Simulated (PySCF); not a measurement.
## Working with the constants of MnCl

UHF-CCSD(T) constants of MnCl, ⁷Σ⁺ (septet), unpaired electrons σ ↑↑, π ↑↑, δ ↑↑ (basis Mn x2c-TZVPPall, Cl x2c-TZVPPall; spin-free X2C with a Gaussian nucleus; PySCF 2.14; masses 54.9380 and 34.9689 u):

- ωe: 384.0 cm⁻¹
- ωexe: 1.25 cm⁻¹
- Be: 0.15649 cm⁻¹
- αe: 0.000773 cm⁻¹
- De to Mn (3d5 4s2) + Cl: 3.34 eV

**Question.** What force constant and bond length do these constants imply?

**Answer.** Reduced mass μred = 21.368 u; k = 5.8918×10⁻⁷·μred·ωe² (u, cm⁻¹, mdyn/Å) = 1.86 mdyn/Å; Re = √(16.8576/(μred·Be)) (u, cm⁻¹, Å) = 2.245 Å.

**Question.** Estimate the centrifugal constant D from the Kratzer relation and find the Dunham coefficient a1.

**Answer.** D = 4Be³/ωe² = 1.04e-07 cm⁻¹; a1 = −1 − αeωe/(6Be²) = -3.02.

Correlated steps freeze 10 core orbitals. The state is the lowest single determinant that the PBE0 search found; with open d or f shells the true ground state can be another one.
